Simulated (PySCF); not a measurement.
These compounds are isomers of formula C4H5F3O.

A. `CO/C(F)=C/C(F)F`
B. `C[C@@H](F)[C@@H](F)C(=O)F`
C. `OC1(C(F)(F)F)CC1`

Spectrum 1. ¹H NMR (300 MHz, computed): δ 1.78 (br s, 1H), 1.08 (m, 2H), 1.05 (m, 2H). ¹³C{¹H} NMR (computed): δ 135.3 (C), 58.2 (C), 13.7 (CH2).

Spectrum 2. ¹H NMR (300 MHz, computed): δ 5.10 (m, 1H), 4.78 (m, 1H), 1.66 (m, 3H). ¹³C{¹H} NMR (computed): δ 166.5 (C), 94.3 (CH), 92.1 (CH), 20.6 (CH3).

Spectrum 3. ¹H NMR (300 MHz, computed): δ 6.78 (m, 1H), 4.52 (m, 1H), 3.97 (s, 3H). ¹³C{¹H} NMR (computed): δ 171.3 (C), 118.7 (CH), 82.2 (CH), 55.2 (CH3).

PySCF 2.14 calculation with NMR shieldings at PBE0/pcSseg-1/GIAO and geometry from GFN2-xTB; relativity neglected, no solvent model, rapidly exchanging positions averaged, a single conformation.

Chemical shifts δ = σref − σ; ¹H (σ = 31.72 ppm) and ¹³C (σ = 186.93 ppm) against TMS, all at this level. Splittings of carbon signals by F and P are missing where no couplings were computed. Where no couplings were computed, multiplicities follow the n + 1 count of equivalent neighbours, and m marks all less simple cases (inequivalent or close neighbours, rings, F or P nearby). Shifts are as computed. Against solution values, carbons near 30 ppm lie about +3 ppm off and those near 130 ppm about +5 ppm. Of 1211 compounds with measured shifts, 218 miss one by over three times the rms of a fit or turn the order of signals round; such compounds aren't used in these exercises. OH and NH positions are gas-phase values without hydrogen bonding to other molecules.

Task: Which spectrum belongs to which compound?

Result: 1–C, 2–B, 3–A.

- Spectrum 1 (C): 3 ¹³C signals; δC 135.3 is a CF3 carbon; δC 58.2 is a three-membered-ring carbon.
- Spectrum 2 (B): 4 ¹³C signals; δC 94.3 is an sp3 CH bonded to F, α to a carbonyl; δC 92.1 is an sp3 CH bonded to F.
- Spectrum 3 (A): 4 ¹³C signals; δC 171.3 is an alkene carbon bearing oxygen; δC 118.7 is an allylic sp3 CH bonded to 2 F.
